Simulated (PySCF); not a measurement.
# Steps of a relaxation of [Sm(H2O)4]3+

[Sm(H2O)4]3+ (singlet in the valence; each metal's 4f electrons, 5 of them, lie in its core potential, out of spins and levels). PySCF 2.14.0, RKS TPSS, Sm lcecp-1-SVP with ECP51, O def2-SVP, H def2-SVP; non-relativistic Hamiltonian with scalar-relativistic core potentials where named; density fitting; no spin-orbit coupling. Origin of the start: displaced along the imaginary mode. Columns: position (Å) and force (eV/Å). Energies are counted from the last step; some of the 18 steps are shown. Forces carry noise of the integration grid, about 0.01 to 0.03 eV/Å.

Run from Python with OMP_NUM_THREADS=2. Where DIIS fails, smearing, a level shift and second-order steps follow.
It took 3.9 min on 2 threads of Arm Neoverse V1, on a shared host, from the converged density of the start.

```xyz
13
step 0  E = 0.221 eV
Sm    0.0000    0.0000    0.0000     0.00    0.00    0.00
O     1.3491    1.3550    1.3629     0.66    0.59    0.61
H     1.5187    1.2513    2.3672    -0.05    0.34   -1.24
H     1.9253    2.1461    1.0623    -0.61   -0.96    0.62
O    -1.3491   -1.3629    1.3550    -0.66   -0.61    0.59
H    -1.9253   -1.0623    2.1461     0.61   -0.62   -0.96
H    -1.5187   -2.3672    1.2513     0.05    1.24    0.34
O     1.3491   -1.3550   -1.3629     0.66   -0.59   -0.61
H     1.9253   -2.1461   -1.0623    -0.61    0.96   -0.62
H     1.5187   -1.2513   -2.3672    -0.05   -0.34    1.24
O    -1.3491    1.3629   -1.3550    -0.66    0.61   -0.59
H    -1.5187    2.3672   -1.2513     0.05   -1.24   -0.34
H    -1.9253    1.0623   -2.1461     0.61    0.62    0.96
```

```xyz
13
step 6  E = 0.013 eV
Sm    0.0000    0.0000    0.0000     0.00    0.00    0.00
O     1.3693    1.3250    1.3649     0.12    0.11    0.14
H     1.3793    1.3773    2.3617     0.04    0.03   -0.24
H     2.0914    1.9547    1.0861    -0.14   -0.14    0.11
O    -1.3693   -1.3649    1.3250    -0.12   -0.14    0.11
H    -2.0914   -1.0861    1.9548     0.14   -0.11   -0.14
H    -1.3793   -2.3618    1.3773    -0.04    0.24    0.03
O     1.3693   -1.3250   -1.3649     0.12   -0.11   -0.14
H     2.0914   -1.9547   -1.0861    -0.14    0.14   -0.11
H     1.3793   -1.3773   -2.3617     0.04   -0.03    0.24
O    -1.3693    1.3649   -1.3250    -0.12    0.14   -0.11
H    -1.3793    2.3618   -1.3773    -0.04   -0.24   -0.03
H    -2.0914    1.0861   -1.9548     0.14    0.11    0.14
```

```xyz
13
step 11  E = 0.001 eV
Sm    0.0001    0.0000    0.0000     0.00    0.00    0.00
O     1.3894    1.3087    1.3645     0.00    0.00    0.02
H     1.3442    1.4349    2.3489     0.00    0.00   -0.02
H     2.1743    1.8564    1.0990    -0.01   -0.01    0.00
O    -1.3891   -1.3645    1.3088    -0.02   -0.02    0.01
H    -2.1756   -1.0986    1.8553     0.03   -0.02   -0.03
H    -1.3432   -2.3491    1.4355    -0.01    0.03    0.01
O     1.3894   -1.3087   -1.3645     0.00    0.00   -0.02
H     2.1743   -1.8564   -1.0990    -0.01    0.01    0.00
H     1.3442   -1.4349   -2.3489     0.00    0.00    0.02
O    -1.3891    1.3645   -1.3088    -0.02    0.02   -0.01
H    -1.3432    2.3491   -1.4355    -0.01   -0.03   -0.01
H    -2.1756    1.0986   -1.8553     0.03    0.02    0.03
```

Q: Where does the relaxation end?

A: It converges at step 17 in S4:
```xyz
13
step 17  E = 0
Sm    0.0000    0.0000    0.0000
O     1.3975    1.2997    1.3645
H     1.3303    1.4600    2.3421
H     2.2062    1.8132    1.1036
O    -1.3975   -1.3644    1.2997
H    -2.2062   -1.1036    1.8132
H    -1.3302   -2.3421    1.4600
O     1.3975   -1.2997   -1.3645
H     2.2062   -1.8132   -1.1036
H     1.3303   -1.4600   -2.3421
O    -1.3975    1.3644   -1.2997
H    -1.3302    2.3421   -1.4600
H    -2.2062    1.1036   -1.8132
```

Q: How did the contacts change?

A: 
```
      contact  start (Å)  end (Å)
 Sm1–O2 (H2O)      2.348    2.346
 Sm1–O5 (H2O)      2.348    2.346
 Sm1–O8 (H2O)      2.348    2.346
Sm1–O11 (H2O)      2.348    2.346
```


No frequency check is given that shows the relaxed geometry to be a minimum. An lcecp potential fixes the number of 4f electrons, so in runs with it no electron can move into or out of that shell.
